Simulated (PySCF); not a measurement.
Al(Cl)(OH)(SeH) (AlClH2OSe), SMILES [Al]([Cl])([SeH])[OH]. Heavy atoms are numbered as in [Al:1]([Cl:2])([OH:3])[SeH:5]. Hydrogens are named by the atom that carries them.

Geometry: r2SCAN-D4/def2-SVP. The structure was generated by enumeration; whether it is a known compound was not checked. The values are those of a single conformer.

All values below come from PBE/pcSseg-1 in PySCF.

GIAO shieldings, no solvent; atoms alike by connectivity are averaged. δ = σ(ref) − σ: ³⁵Cl against HCl (σ = 936.5 ppm); ¹⁷O against H2O (σ = 334.3 ppm); ¹H against TMS (σ = 31.49 ppm); ⁷⁷Se against Me2Se (σ = 1634.8 ppm), references at their B3LYP-D3(BJ)/def2-TZVP geometries, non-relativistic (without spin–orbit terms, shifts of atoms bonded to Cl or Br come out too high).

| nucleus | atoms | count | δ (ppm) |
|---|---|---|---|
| ³⁵Cl | Cl2 | 1 | 38.0 |
| ¹⁷O | O3 (OH) | 1 | 67.5 |
| ¹H | H on O3 | 1 | 2.73 |
| ¹H | H on Se5 | 1 | 0.74 |
| ⁷⁷Se | Se5 (SeH) | 1 | -613.0 |
